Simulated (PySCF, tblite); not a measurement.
Species: C₅H₈FO₂ (charge -1).
Numbering: `[CH3:1][CH:2]([CH3:3])[C@H:4]([F:5])[C:6](=[O:7])[O-:8]` (hydrogens: H9, H10, H11 on C1; H12 on C2; H13, H14, H15 on C3; H16 on C4)
Bond orders are those of one Lewis drawing.

Computed with GFN2-xTB (tblite), gas phase: Langevin dynamics at 200 K from the optimised GFN2-xTB geometry, time step 0.5 fs, friction 0.01 fs⁻¹, 2000 steps. Over the second half of the run the saved frames average 215 K.

Frame at 250 fs, instantaneous temperature 183 K:
```
atom  x, y, z in Å
C1     -1.629   -1.095    1.018
C2     -0.683    0.012    0.689
C3     -1.153    0.915   -0.503
C4      0.708   -0.520    0.414
F5      1.228   -0.870    1.667
C6      1.682    0.499   -0.443
O7      1.927    0.146   -1.579
O8      1.966    1.495    0.191
H9     -2.489   -0.753    1.583
H10    -1.902   -1.655    0.075
H11    -1.099   -1.839    1.599
H12    -0.555    0.686    1.560
H13    -1.296    0.404   -1.395
H14    -2.035    1.410   -0.116
H15    -0.318    1.646   -0.628
H16     0.702   -1.479   -0.145
```

Frame at 425 fs, instantaneous temperature 202 K:
```
atom  x, y, z in Å
C1     -1.998   -1.013    1.490
C2     -1.096    0.068    0.876
C3     -1.642    0.677   -0.398
C4      0.313   -0.604    0.665
F5      0.844   -0.963    1.912
C6      1.362    0.386   -0.046
O7      1.480    0.075   -1.232
O8      1.825    1.290    0.598
H9     -2.887   -0.626    1.984
H10    -2.403   -1.596    0.663
H11    -1.482   -1.586    2.229
H12    -0.940    0.929    1.509
H13    -2.075   -0.084   -1.078
H14    -2.439    1.338   -0.124
H15    -0.862    1.204   -0.940
H16     0.199   -1.540    0.052
```

Frame at 625 fs, instantaneous temperature 245 K:
```
atom  x, y, z in Å
C1     -1.811   -0.934    1.758
C2     -1.005   -0.002    0.778
C3     -1.687    0.379   -0.490
C4      0.401   -0.534    0.404
F5      0.925   -1.333    1.421
C6      1.399    0.611    0.051
O7      2.239    0.390   -0.816
O8      1.210    1.657    0.672
H9     -2.755   -0.405    1.978
H10    -2.141   -1.904    1.455
H11    -1.248   -0.940    2.658
H12    -0.894    0.881    1.424
H13    -1.869   -0.491   -1.153
H14    -2.716    0.751   -0.286
H15    -1.119    1.159   -1.038
H16     0.366   -1.209   -0.468
```

Frame at 800 fs, instantaneous temperature 216 K:
```
atom  x, y, z in Å
C1     -1.603   -1.275    1.855
C2     -0.811   -0.080    1.264
C3     -1.692    0.620    0.272
C4      0.491   -0.524    0.684
F5      1.142   -1.244    1.673
C6      1.478    0.761    0.309
O7      2.437    0.523   -0.420
O8      1.174    1.809    0.897
H9     -2.528   -0.946    2.318
H10    -1.913   -1.995    1.101
H11    -0.963   -1.848    2.525
H12    -0.626    0.679    2.039
H13    -1.906   -0.050   -0.553
H14    -2.600    0.822    0.737
H15    -1.414    1.612   -0.109
H16     0.367   -1.192   -0.189
```

Frame at 1000 fs, instantaneous temperature 208 K:
```
atom  x, y, z in Å
C1     -1.601   -0.939    1.814
C2     -0.769    0.262    1.353
C3     -1.623    1.211    0.529
C4      0.502   -0.031    0.542
F5      1.149   -1.174    0.995
C6      1.645    1.126    0.580
O7      2.404    1.084   -0.399
O8      1.592    1.896    1.584
H9     -2.487   -0.679    2.308
H10    -1.915   -1.472    0.886
H11    -0.977   -1.611    2.410
H12    -0.467    0.811    2.245
H13    -2.013    0.687   -0.310
H14    -2.416    1.671    1.110
H15    -0.981    2.030    0.177
H16     0.264   -0.271   -0.515
```

Q: What do single points at PBE0/pcSseg-1 (PySCF, gas phase) give on these frames?

A: 
| t (fs) | GFN2-xTB E above start (eV) | DFT E above lowest frame (eV) | HOMO (eV) | LUMO (eV) |
| --- | --- | --- | --- | --- |
| 250 | 0.38 | 0.22 | -1.21 | 4.94 |
| 425 | 0.31 | 0.08 | -1.13 | 4.93 |
| 625 | 0.41 | 0.14 | -1.25 | 4.85 |
| 800 | 0.36 | 0.10 | -1.30 | 4.95 |
| 1000 | 0.25 | 0.00 | -1.36 | 4.90 |

The two levels order the frames alike by energy but for pairs within 0.08 eV at one level; measured from each level's lowest frame they differ by 0.09 eV at most. The HOMO–LUMO gap runs from 6.06 to 6.26 eV. These are instantaneous structures, not minima.

Q: And the isotropic GIAO shieldings (ppm) from the same runs?

A: 
```
atom  250 fs  425 fs  625 fs  800 fs  1000 fs   mean  range
  C1   162.3   166.4   167.9   164.7    167.0  165.7    5.6
  C2   148.7   152.3   148.5   154.0    156.7  152.0    8.2
  C3   165.7   165.4   164.3   169.9    166.7  166.4    5.6
  C4    72.0    72.7    78.5    78.0     77.0   75.6    6.5
  F5   379.1   385.8   392.5   392.3    398.3  389.6   19.2
  C6    23.1    22.1    20.2    19.8     14.7   20.0    8.4
  O7    10.9   -11.9   -10.3     7.2    -16.3   -4.1   27.2
  O8    37.3    44.9    17.8    28.4     15.1   28.7   29.8
  H9    30.7    31.1    31.3    31.5     32.1   31.3    1.4
 H10    30.3    31.5    31.7    31.6     30.9   31.2    1.4
 H11    30.1    30.4    30.8    29.9     30.1   30.3    0.9
 H12    30.0    30.3    28.8    29.1     29.3   29.5    1.5
 H13    32.2    31.2    30.9    32.0     32.4   31.7    1.5
 H14    31.3    31.4    30.7    32.6     31.4   31.5    1.9
 H15    28.4    29.5    29.6    30.1     30.3   29.6    1.9
 H16    27.7    27.3    27.7    28.1     27.8   27.7    0.8
```

What follows is the cost of the whole dynamics run. Time: 51 s wall, 33 s CPU; peak memory 0.19 GiB. Hardware: Intel Xeon at 2.50 GHz, one thread, no GPU, on a shared host.
